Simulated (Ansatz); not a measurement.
Basis-set series for `ClI`. Charge 0, multiplicity 1. I: def2 effective core potential. The structure was optimised at the PBE0-D4/def2-TZVP level.

```
functional       basis  functions  energy (Eh)  HOMO (eV)  LUMO (eV)
   PBE0-D4    def2-SVP         44   -757.60420      -7.70      -3.37
   PBE0-D4  def2-TZVPP         92   -757.78006      -7.80      -3.42
   ωB97M-V    def2-SVP         44   -757.70161      -9.83      -1.16
   ωB97M-V  def2-TZVPP         92   -757.87649      -9.95      -1.30
```

(1) Give the rows for def2-QZVPP. (An estimate is asked.)

## Answers

(1) The calculation gave: 
```csv
functional,basis,functions,energy (Eh),HOMO (eV),LUMO (eV)
PBE0-D4,def2-QZVPP,152,-757.79618,-7.83,-3.46
ωB97M-V,def2-QZVPP,152,-757.89210,-9.99,-1.38
```

Results of the Gaussian-basis code of Ansatz.
